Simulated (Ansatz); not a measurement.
`[SiH3]CBC=S` + `CO[SiH2]F` → `F[SiH2]BC[SiH3]` + `COC=S`  (formal exchange of groups at a B–C bond)

Program: Ansatz. Geometries: PBE0-D4/def2-TZVP. ΔE: electronic, gas phase. CBS: MP2 limit from def2 TZ/QZ plus the TZ coupled-cluster correction, frozen cores. DFT in def2-TZVPP. Each species was taken in one conformer, which may not be the lowest.

`[SiH3]CBC=S`:

```xyz
12

Si    1.279   -0.157    1.105
C    -0.581   -0.065    0.786
B    -0.866    0.614   -0.579
C    -0.982   -0.185   -1.889
S     0.518   -0.232   -2.500
H     1.499   -0.558    2.522
H     1.916   -1.170    0.227
H     1.918    1.165    0.881
H    -0.962   -1.087    0.871
H    -0.976    0.540    1.608
H    -0.936    1.808   -0.660
H    -1.828   -0.673   -2.373
```

`CO[SiH2]F`:

```xyz
9

C     0.354   -1.327   -0.065
O     0.479   -0.027   -0.600
Si   -0.243    1.301   -0.007
F    -1.820    1.259   -0.260
H    -0.563   -1.805   -0.423
H     1.210   -1.917   -0.396
H     0.340   -1.315    1.031
H     0.311    2.452   -0.743
H    -0.068    1.379    1.463
```

`F[SiH2]BC[SiH3]`:

Cartesian coordinates in Å:
```
F -2.235 2.521 0.232
Si -1.342 1.405 0.969
B -0.976 -0.201 -0.185
C 0.169 -1.158 0.158
Si 1.611 -0.582 -0.945
H -2.087 0.975 2.189
H -0.089 2.075 1.419
H -1.624 -0.402 -1.174
H 0.558 -1.118 1.180
H 0.015 -2.197 -0.151
H 1.864 0.872 -0.779
H 1.307 -0.860 -2.371
H 2.829 -1.330 -0.542
```

`COC=S`:

Cartesian coordinates in Å:
```
C -0.998 -0.138 -0.369
O -0.124 -0.073 0.755
C 1.153 0.154 0.492
S 2.299 0.264 1.617
H -1.992 -0.328 0.030
H -0.997 0.809 -0.913
H -0.710 -0.953 -1.036
H 1.369 0.266 -0.576
```

CCSD(T)/CBS gives +167.8 kJ/mol.

Another level gave +134.3 kJ/mol. Which?
A. PBE0-D4/def2-TZVPP
B. PBE/def2-TZVPP
C. CCSD(T)/def2-TZVPP
D. r2SCAN/def2-TZVPP

B. PBE 134.3, CCSD(T)/def2-TZVPP 164.2, r2SCAN 151.0, PBE0-D4 145.8 kJ/mol.

Largest T1 diagnostic among the species: 0.017.

From PBE to PBE0 (25 % exact exchange), in def2-TZVPP and without D4, ΔE moves by +9.0 kJ/mol. The D4 term adds +5.0 kJ/mol with B3LYP and +2.5 kJ/mol with PBE0; it sums over pairs of atoms, weighted by their polarisabilities, and B3LYP, whose exchange is more repulsive, gets the larger term.

CCSD(T)/CBS has its own doubt, a few kJ/mol and more with outer-core shells, so smaller differences from it don't rank the levels.

B3LYP here is the variant with VWN-RPA as its local correlation; programs differ in this.
